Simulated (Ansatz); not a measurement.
`OC(O)N[SiH3]` + `O[SiH](F)[SiH3]` → `F[SiH]([SiH3])O[SiH3]` + `NC(O)O`  (ligand exchange at the Si–N bond)

Calculated with Ansatz (gas phase, PBE0-D4/def2-TZVP geometries, no zero-point term in ΔE). CCSD(T)/CBS adds triple-zeta CCSD(T) − MP2 to the extrapolated MP2 energy (def2 sets, frozen cores). Functionals use def2-TZVPP. B3LYP here is the variant with VWN-RPA as its local correlation; programs differ in this. One conformer a species, not always the lowest.

`OC(O)N[SiH3]`:

Z-matrix (Å, degrees):
```
C
O 1 1.405
N 1 1.418 2 111.8
O 1 1.394 2 106.2 3 120.7
H 1 1.103 2 109.9 3 -119.9
H 2 0.962 1 107.4 3 53.2
Si 3 1.730 1 123.0 2 -152.3
H 3 1.012 1 110.7 2 60.2
H 4 0.963 1 107.6 2 41.4
H 7 1.489 3 115.5 1 -73.1
H 7 1.485 3 107.2 1 166.2
H 7 1.486 3 107.0 1 47.3
```

`O[SiH](F)[SiH3]`:

```xyz
9

O     1.138   -0.111   -1.534
Si    0.655    0.592   -0.138
F     0.169    2.095   -0.415
Si   -1.143   -0.666    0.670
H     1.959    0.177   -1.938
H     1.800    0.725    0.804
H    -1.679   -0.034    1.905
H    -0.679   -2.041    0.996
H    -2.221   -0.738   -0.351
```

`F[SiH]([SiH3])O[SiH3]`:

```xyz
12

F    -1.243   -0.893   -1.899
Si   -0.508   -1.109   -0.493
Si   -1.737    0.030    1.149
O     1.005   -0.530   -0.604
Si    1.999    0.774   -0.603
H    -0.414   -2.573   -0.282
H    -1.058   -0.116    2.465
H    -3.107   -0.540    1.247
H    -1.832    1.476    0.814
H     3.309    0.358   -0.050
H     1.416    1.848    0.244
H     2.170    1.274   -1.989
```

`NC(O)O`:

```xyz
9

N     1.114   -0.149   -0.337
C    -0.296   -0.031   -0.122
O    -0.486    1.278    0.332
O    -0.718   -0.985    0.797
H     1.470    0.666   -0.820
H     1.325   -0.977   -0.877
H    -0.919   -0.216   -1.011
H    -1.422    1.378    0.528
H    -0.068   -0.965    1.511
```

```tsv
level	ΔE (kJ/mol)
ωB97M-V	-62.6
B3LYP	-65.1
```

Problem. What does CCSD(T)/CBS give? (Estimate.)

Solution. The calculation gave: -65.1 kJ/mol. The listed levels differ from it by 2.5, 0.0 kJ/mol.

Largest T1 diagnostic among the species: 0.013.

In def2-TZVPP, CCSD(T) changes the Hartree–Fock value by +11.6 kJ/mol (the triples alone add +1.7 kJ/mol) and MP2 by +12.5 kJ/mol. From PBE to PBE0 (25 % exact exchange), in def2-TZVPP and without D4, ΔE moves by −3.2 kJ/mol.
